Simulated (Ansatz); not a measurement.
Consider the formal exchange of groups at the Si–Ga bond: `C[SiH2][GaH][Cl]` + `COC(C)=O` → `C[SiH2]OC(C)=O` + `[CH3][GaH][Cl]`.

Isolated molecules relaxed with PBE0-D4/def2-TZVP in Ansatz; ΔE leaves out vibrations. CCSD(T)/CBS is the MP2 limit (def2-TZVPP, def2-QZVPP) plus CCSD(T) − MP2 in def2-TZVPP, frozen cores. Functionals use def2-TZVPP. For Ga outer-core shells are correlated without core-valence functions, which leaves a few kJ/mol of doubt a bond. Scalar relativity is left out up to krypton. One conformer a species, not always the lowest.

| level | ΔE (kcal/mol) |
| --- | --- |
| PBE-D4 | -30.9 |
| r2SCAN-D4 | -35.2 |
| ωB97M-V | -36.8 |
| B2PLYP | -36.5 |
| PBE0 | -32.7 |
| MP2/def2-TZVPP | -39.5 |
| CCSD/def2-TZVPP | -36.9 |
| HF/CBS(def2) | -38.1 |

Task: What does CCSD(T)/CBS give? (An estimate is asked.)

Result: Ansatz gave: -37.2 kcal/mol. The listed levels differ from it by 6.3, 2.0, 0.4, 0.7, 4.5, -2.3, 0.3, -0.9 kcal/mol.

Largest T1 diagnostic among the species: 0.014.

From PBE to PBE0 (25 % exact exchange), in def2-TZVPP and without D4, ΔE moves by −1.9 kcal/mol.
